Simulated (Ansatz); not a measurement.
System: BHCl, charge 0, doublet. BHCl (SMILES Cl[BH], doublet).
B3LYP-D3(BJ)/def2-TZVP minimum from Ansatz (an electronic-structure program):
```xyz
3

B     -1.1616     0.4363     0.0257
Cl     0.4653    -0.1115    -0.0041
H     -2.1022    -0.2864    -0.0582
```
Charge 0, spin multiplicity 2.

Hartree-Fock and CCSD correlation energies in hartree (Ansatz). Open shells are spin-unrestricted; no spin-orbit coupling. Correlated methods leave the cores frozen. No relativity.

```json
[
 {"basis": "cc-pV(T+d)Z", "X": "3", "E(HF)": "-484.75890", "E(corr, CCSD)": "-0.29178"},
 {"basis": "cc-pV(Q+d)Z", "X": "4", "E(HF)": "-484.76408", "E(corr, CCSD)": "-0.31369"},
 {"basis": "cc-pV(5+d)Z", "X": "5", "E(HF)": "-484.76504", "E(corr, CCSD)": "withheld"}
]
```

Problem. Fit E(corr) = E∞ + A/X³ to X = 3 and 4, predict X = 5, and compare with the run.

Solution. A = (-0.29178 - (-0.31369))/(1/27 - 1/64) = 1.0233; E∞ = -0.31369 - A/64 = -0.32968; at X = 5, E∞ + A/125 = -0.32149. The run gave -0.32079, 0.70 mEh above the prediction. The same form on X = 4 and 5 gives E∞ = -0.32824, 1.44 mEh above the first estimate.
